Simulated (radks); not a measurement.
Removal energies from the mercury ion Hg+, [Xe] 4f14 5d10 6s1, by Delta-SCF beside the eigenvalue of the level emptied. All-electron calculation, scalar-relativistic Kohn-Sham, PBEsol, spin-polarised, spherical densities, finite nucleus; Fermi nuclear charge, rms radius of each element as measured or else 0.836 A^(1/3) + 0.57 fm. Program: a radial shooting solver on a logarithmic mesh with Libxc functionals. Open shells are filled with parallel spins first.

[
 {"removed from": "6s", "final configuration": "[Xe] 4f14 5d10", "Delta-SCF (eV)": "19.220", "-eigenvalue (eV)": "15.159"},
 {"removed from": "5d", "final configuration": "[Xe] 4f14 5d9 6s1", "Delta-SCF (eV)": "24.758", "-eigenvalue (eV)": "18.686"},
 {"removed from": "5p", "final configuration": "[Kr] 4d10 4f14 5s2 5p5 5d10 6s1", "Delta-SCF (eV)": "82.822", "-eigenvalue (eV)": "75.608"},
 {"removed from": "4f", "final configuration": "[Xe] 4f13 5d10 6s1", "Delta-SCF (eV)": "117.76", "-eigenvalue (eV)": "104.99"}
]
